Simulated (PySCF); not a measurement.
Job file and geometry (Å, from GFN2-xTB) of an NMR shielding run on C6H12BNO, GIAO PBE0/pcSseg-1 NMR shielding, non-relativistic, gas phase (PySCF 2.14.0, density-fitted response routines); density fitting, a coarse starting grid and PySCF grid level 2 are the driver's defaults:

```
$ OMP_NUM_THREADS=1 python probes_run.py task.json out

{"job": {"kind": "nmr", "xc": "PBE0", "basis": "pcSseg-1"}, "charge": 0, "multiplicity": 1}
C     -0.071997    -0.903125    -2.905199
C     -0.673521     0.290969    -3.636968
C     -0.818625     1.534057    -2.756851
C     -1.922970     1.433241    -1.698823
O     -1.495433     0.717920    -0.568787
B     -2.156314    -0.338241    -0.060028
C     -0.757763    -2.110880     3.092063
C     -1.204938    -1.508250     2.033483
N     -1.621338    -0.962613     1.054386
H     -0.712365    -1.225767    -2.089513
H      0.899528    -0.641520    -2.492119
H      0.059162    -1.738704    -3.589896
H     -1.652803     0.019114    -4.038780
H     -0.030776     0.545351    -4.483868
H     -1.048798     2.390369    -3.395032
H      0.125084     1.734581    -2.246329
H     -2.184715     2.445274    -1.359470
H     -2.821181     0.974894    -2.134342
H     -3.160048    -0.770460    -0.511914
H     -1.282493    -2.946540     3.514172
H      0.144878    -1.786656     3.573187
```

**Question.** What does the program print?

**Answer.** 
```
coarse grid: 17192 points
cycle   1  E = -390.0300479150  dE =  1.186e+00  |g| = 7.030e-01  |ddm| = 3.955e+00
cycle   2  E = -389.9094023528  dE =  1.206e-01  |g| = 1.068e+00  |ddm| = 1.390e+00
cycle   3  E = -390.1308263623  dE = -2.214e-01  |g| = 1.428e-01  |ddm| = 9.477e-01
cycle   4  E = -390.1348686193  dE = -4.042e-03  |g| = 4.685e-02  |ddm| = 1.310e-01
cycle   5  E = -390.1353005800  dE = -4.320e-04  |g| = 2.376e-02  |ddm| = 5.141e-02
cycle   6  E = -390.1354370999  dE = -1.365e-04  |g| = 6.773e-03  |ddm| = 1.996e-02
cycle   7  E = -390.1354459574  dE = -8.858e-06  |g| = 1.336e-03  |ddm| = 4.461e-03
final grid: 165120 points
cycle   8  E = -390.1994138661  dE = -4.814e-05  |g| = 1.221e-02  |ddm| = 3.335e-02
cycle   9  E = -390.1993860015  dE =  2.786e-05  |g| = 1.749e-02  |ddm| = 1.903e-02
cycle  10  E = -390.1994447613  dE = -5.876e-05  |g| = 1.990e-03  |ddm| = 1.153e-02
cycle  11  E = -390.1994455782  dE = -8.169e-07  |g| = 3.454e-04  |ddm| = 1.703e-03
cycle  12  E = -390.1994455995  dE = -2.131e-08  |g| = 1.818e-04  |ddm| = 3.927e-04
cycle  13  E = -390.1994456068  dE = -7.276e-09  |g| = 6.843e-05  |ddm| = 1.726e-04
cycle  14  E = -390.1994456078  dE = -1.015e-09  |g| = 9.625e-06  |ddm| = 4.778e-05
cycle  15  E = -390.1994456078  dE = -2.103e-11  |g| = 3.610e-06  |ddm| = 1.033e-05
converged SCF energy = -390.1994456078

GIAO shielding tensors (ppm)
atom      isotropic    diamagn.    paramagn.     s11        s22        s33       span
  0 C      168.522     250.046     -81.525    157.987    166.979    180.599     22.612
  1 C      157.633     247.005     -89.372    147.169    155.986    169.745     22.576
  2 C      150.198     247.609     -97.411    141.681    152.217    156.696     15.015
  3 C      109.893     239.028    -129.136     81.613    100.985    147.080     65.467
  4 O      170.726     405.969    -235.243     -1.225    196.203    317.201    318.426
  5 B       80.814     200.286    -119.472     58.738     83.759     99.945     41.207
  6 C      164.325     256.925     -92.600    121.965    179.719    191.291     69.326
  7 C       13.061     267.281    -254.220    -45.075    -35.844    120.102    165.177
  8 N       47.404     329.883    -282.479    -28.265     72.667     97.809    126.074
  9 H       30.501      34.669      -4.168     24.888     30.371     36.244     11.356
 10 H       30.780      33.655      -2.875     27.916     28.305     36.119      8.203
 11 H       30.585      29.629       0.956     26.059     27.903     37.793     11.734
 12 H       30.349      28.786       1.563     26.942     28.698     35.406      8.465
 13 H       29.973      27.833       2.140     24.794     28.501     36.623     11.830
 14 H       30.095      28.388       1.707     25.055     28.789     36.441     11.385
 15 H       30.015      32.136      -2.122     27.223     28.632     34.188      6.965
 16 H       27.087      28.357      -1.270     21.770     27.518     31.974     10.204
 17 H       27.641      28.873      -1.232     24.080     28.277     30.567      6.487
 18 H       27.182      30.665      -3.483     25.226     26.934     29.385      4.159
 19 H       28.998      26.361       2.636     25.304     28.091     33.599      8.295
 20 H       28.919      32.300      -3.381     25.208     28.212     33.337      8.129
```

Size and cost of the density-fitted run: 213 basis functions, 49 s wall time on 1 thread of an Arm Neoverse V1, shared host; peak memory 1 GiB.
